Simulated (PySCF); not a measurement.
Working out the excitation energy of C²⁺

C²⁺ [He] 2s2 (1S) → C²⁺ [He] 2p2 (3P). Calculation: PySCF 2.14, in aug-cc-pVDZ (4s3p2d, 23 functions); the non-relativistic Hamiltonian (point nucleus). Frozen: 1s2. Energies in hartree (1 hartree = 27.21139 eV):

```csv
part,C²⁺ (lower),C²⁺ (upper)
UHF,-36.401652,-35.833458
MP2 opposite-spin,-0.039598,0.000000
MP2 same-spin,0.000000,-0.003937
```

Problem. What does Hartree-Fock give?

Solution. (-35.833458) − (-36.401652) = 0.568194 hartree = 15.461 eV.

Problem. What do MP2 and SCS-MP2 (6/5 opposite-spin, 1/3 same-spin) give?

Solution. The opposite-spin parts differ by 1.078 eV and the same-spin parts by -0.107 eV. MP2: 15.461 + (1.078) + (-0.107) = 16.432 eV. SCS-MP2: 15.461 + 1.2 × (1.078) + (-0.107)/3 = 16.719 eV.

A double-zeta basis recovers only part of the correlation energy.
